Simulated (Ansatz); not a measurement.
Ansatz (a quantum-chemistry and plane-wave program) input (CCSD(T)/aug-cc-pVDZ):

Ansatz 0.2 input:
```yaml
crystal:
  periodic: [false, false, false]
  atoms:
    - {symbol: B, position_ang: [0.76089046, 0.10061924, 0.00637154]}
    - {symbol: C, position_ang: [-0.67712499, -0.08954219, -0.00567010]}
    - {symbol: H, position_ang: [1.53824431, -0.77249955, -0.35005774]}
    - {symbol: H, position_ang: [1.27861662, 1.14499785, 0.37364555]}
    - {symbol: H, position_ang: [-1.16512551, -1.01227838, -0.32891878]}
    - {symbol: H, position_ang: [-1.39343780, 0.67393705, 0.30749390]}
basis:
  gaussian:
    orbitals: aug-cc-pVDZ
total_charge: -1
magnetization: {spin_polarized: false}
correlation: {method: ccsd_t, electrons: outside_noble_gas}
output: {forces: true}
```

Output:

```
Functional definition: HF
integrals: 0.07 GiB planned
802 factors; integrals over basis functions are off by at most 5.8e-4 eV
mean field: 0.16 GiB planned
mean field evaluation 1: about -1763.2978 eV, gradient 1.7e1 eV
mean field evaluation 2: about -1763.2976 eV, gradient 1.7e1 eV
mean field evaluation 4: about -1764.3949 eV, gradient 2.5e0 eV
mean field evaluation 8: about -1764.4197 eV, gradient 5.7e-4 eV
mean field evaluation 16: about -1764.4198 eV, gradient 1.5e-1 eV
mean field -1764.41967648 eV, -64.8412271439 hartree, gradient 1.5e-6 eV, S^2 0.000000; 0 other end points of the search recorded, 0 dependent functions left out
2 core orbitals not correlated
reference -1764.41967648 eV, -64.8412271439 hartree; 6, 6 occupied and 74, 74 virtual orbitals, 802 factors
densities: 0.40 GiB planned
second order -7.20351918 eV of doubles, -0.00000000 eV of singles
coupled cluster: 0.25 GiB planned
cycle   1  -7.73473542 eV  change   -5.3e-1 eV  update   6.6e-2
cycle   2  -7.97173888 eV  change   -2.4e-1 eV  update   2.3e-2
cycle   3  -8.01568054 eV  change   -4.4e-2 eV  update   1.0e-2
cycle   4  -8.01558962 eV  change    9.1e-5 eV  update   4.2e-3
cycle   5  -8.01463916 eV  change    9.5e-4 eV  update   1.7e-3
cycle   6  -8.01461670 eV  change    2.2e-5 eV  update   5.5e-4
cycle   7  -8.01454867 eV  change    6.8e-5 eV  update   2.0e-4
cycle   8  -8.01455443 eV  change   -5.8e-6 eV  update   6.4e-5
cycle   9  -8.01455644 eV  change   -2.0e-6 eV  update   2.2e-5
cycle  10  -8.01454612 eV  change    1.0e-5 eV  update   5.9e-6
cycle  11  -8.01454556 eV  change    5.5e-7 eV  update   2.0e-6
perturbative correction -0.30310415 eV, -0.0111388719 hartree
the calculation of the forces begins
Total energy: -1772.73732619 eV, -65.1468951328 hartree
Atom 0 at     0.760890     0.100619     0.006372 Å, force     0.884388     0.116950     0.007406 eV/Å
Atom 1 at    -0.677125    -0.089542    -0.005670 Å, force    -0.671668    -0.088821    -0.005624 eV/Å
Atom 2 at     1.538244    -0.772500    -0.350058 Å, force     0.212605    -0.277555    -0.111897 eV/Å
Atom 3 at     1.278617     1.144998     0.373646 Å, force     0.131287     0.323030     0.114776 eV/Å
Atom 4 at    -1.165126    -1.012278    -0.328919 Å, force    -0.222296    -0.450464    -0.158455 eV/Å
Atom 5 at    -1.393438     0.673937     0.307494 Å, force    -0.334315     0.376859     0.153794 eV/Å
Dipole moment:    -0.279459    -0.036955    -0.002340 e Å
```

It need not be the lowest isomer of its formula. Whether it binds its extra electron was not tested at this geometry.
